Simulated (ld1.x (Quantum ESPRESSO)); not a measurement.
**Configuration tests for Ga (ultrasoft)**

Ga, ultrasoft, made with ld1.x (Quantum ESPRESSO) 7.5 (LDA (PZ), fully relativistic). Core [Ne] 3s2, reference 3p6 3d10 4s2 4p0 (charge +1). Waves: 4s (bound): rcut 1.55, rcutus 2.10 bohr; 4s channel at 0.85 Ry: rcut 1.55, rcutus 2.10 bohr; 3p (bound): rcut 0.95, rcutus 1.00 bohr; 4p (bound, empty): rcut 0.95, rcutus 1.00 bohr; 3d (bound): rcut 0.80, rcutus 1.05 bohr; 3d channel at -1.55 Ry: rcut 0.80, rcutus 1.05 bohr. Local part: all-electron potential smoothed inside 1.35 bohr (lloc = -1). Core correction: a·sin(br)/r model core, default radius (core density twice the valence density). Augmentation charge: built from norm-conserving waves at rcut, not smoothed further.

Open shells are filled in proportion to 2j + 1 (rel_dist='average').

Energies are relative to the spin-unpolarised reference configuration 3p6 3d10 4s2 4p0; without spin polarisation the order of configurations can differ from experiment.

```tsv
valence configuration	charge	ΔE all-electron (eV)	error AE − PS (meV)
3p6 3d10 4s2 4p1	0	-5.890	-899
3p6 3d10 4s1 4p0	+2	21.503	-7.4
3p6 3d10 4s0 4p0	+3	53.103	-45
3p6 3d10 4s0 4p3	0	7.650	-3878
3p6 3d10 4s2 4p0.5	+0.5	-3.769	-564
3p6 3d10 4s1 4p1	+1	7.447	-1522
```

**Question.** What are ΔE and the potential's error for 3p6 3d10 4s2 4p1.3?

**Answer.** ΔE = -6.468 eV all-electron; the error (AE − PS) is -1001 meV.

These tests converged, but a pseudo level misses the all-electron one widely, so the file describes the atom poorly there or has found another state: 3p6 3d10 4s1 4p0: empty 4p by 2.1 eV; 3p6 3d10 4s0 4p0: empty 4p by 2.9 eV; 3p6 3d10 4s0 4p3: 3d by 2.4 eV (a node warning on the way).

A Bessel basis up to 400 Ry misses an occupied level by 1.82 Ry, so cutoffs and ghosts were not judged.
